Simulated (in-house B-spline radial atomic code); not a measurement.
The numbers below are computed, except where a source is named.
# What the choice of pseudopotential does to G0W0 on PBE0: Ag

All numbers come from a B-spline radial code for spherical atoms, non-relativistic (model numbers for so heavy an element), configuration [Kr] 4d10 5s1, open shells at high spin. Semilocal Troullier-Martins pseudo-atoms, one channel per l, are made with PBE or LDA for several valence sets and radii, with or without a model core, and set against the all-electron atom. One channel fits only the lowest state of its l, so a second state of that l is approximate. All electrons give 5s up: PBE0 -4.871 eV, G0W0 -7.306 eV, 4d down: PBE0 -9.647 eV, G0W0 -12.864 eV. Potentials are made in the ion's own configuration unless the neutral atom is named, and a smooth local potential serves every l without a channel. Potentials that miss their own reference levels by more than 6 millihartree, or need radii over 3.5 bohr, are left out. Columns give pseudo minus all-electron, in eV; a dash marks a level in the core or of low weight.

```tsv
valence	made with	radii (bohr)	model core (bohr)	5s up PBE0	5s up G0W0	4d down PBE0	4d down G0W0
4p 4d 5s	PBE	s 2.12 p 0.70 d 0.83	none	-0.23	-0.66	+0.24	+0.62
4p 4d 5s	PBE	s 2.38 p 0.79 d 0.93	none	-0.23	-0.64	+0.24	+0.64
4p 4d 5s	PBE	s 2.65 p 0.88 d 1.03	none	-0.23	-0.66	+0.25	+0.68
4p 4d 5s	LDA	s 2.98 p 1.01 d 1.19	none	-0.25	-0.72	+0.23	+0.72
4p 4d 5s	PBE	s 2.12 p 0.70 d 0.83	0.63	-0.25	-0.68	+0.24	+0.60
4p 4d 5s	PBE	s 2.38 p 0.79 d 0.93	0.63	-0.25	-0.67	+0.26	+0.66
4p 4d 5s	LDA	s 2.59 p 0.88 d 1.03	0.63	-0.26	-0.70	+0.28	+0.71
4p 4d 5s	LDA	s 2.98 p 1.01 d 1.19	0.63	-0.28	-0.77	+0.31	+0.80
4s 4p 4d 5s	PBE	s 0.76 p 0.79 d 0.93	none	-0.15	-0.18	0.00	-0.11
4s 4p 4d 5s	PBE	s 0.97 p 1.01 d 1.19	none	-0.06	-0.06	-0.01	-0.08
4s 4p 4d 5s	PBE	s 1.10 p 1.15 d 1.34	none	-0.13	-0.14	0.00	-0.05
4s 4p 4d 5s	PBE	s 0.85 p 0.88 d 1.03	0.61	-0.04	-0.04	-0.06	-0.16
4s 4p 4d 5s	PBE	s 0.97 p 1.01 d 1.19	0.61	-0.03	-0.02	-0.06	-0.13
4s 4p 4d 5s	LDA	s 1.10 p 1.15 d 1.34	0.61	-0.07	-0.07	-0.09	-0.13
```

(1) How does the G0W0 shift of 5s up, which all sets hold, depend on the valence set?

## Answers

(1) Mean size: 4s 4p 4d 5s: 0.09 eV; 4p 4d 5s: 0.69 eV. The means mix radii and the functional used in making the potentials.
